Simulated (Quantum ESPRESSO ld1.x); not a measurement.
Coherent X-ray form factor from a spherical all-electron density. Method: scalar-relativistic Kohn-Sham, LDA (Slater exchange, Perdew-Wang correlation), spin-polarised, spherical densities, point nucleus; computed with ld1.x of Quantum ESPRESSO 7.5.

| sin(theta)/lambda (1/angstrom) | f0 (electrons) |
|---|---|
| 0.05 | 72.399 |
| 0.1 | 70.682 |
| 0.15 | 68.081 |
| 0.2 | 64.901 |
| 0.25 | 61.438 |
| 0.3 | 57.933 |
| 0.4 | 51.362 |
| 0.5 | 45.709 |
| 0.6 | 40.929 |
| 0.8 | 33.242 |
| 1 | 27.292 |
| 1.25 | 21.851 |
| 1.5 | 18.284 |
| 2 | 14.347 |

The species is in the configuration that NIST lists as its ground one. Which atom or ion scatters so?

Answer. The iridium ion Ir4+, [Xe] 4f14 5d5. Extrapolating in s^2 from the first two rows gives f0(0) = 73.0, near the electron count 73; among species with that count, the fall with angle is slower the higher Z, and the table is that of Z = 77; from so few rows the species is fixed only to a neighbour or two.
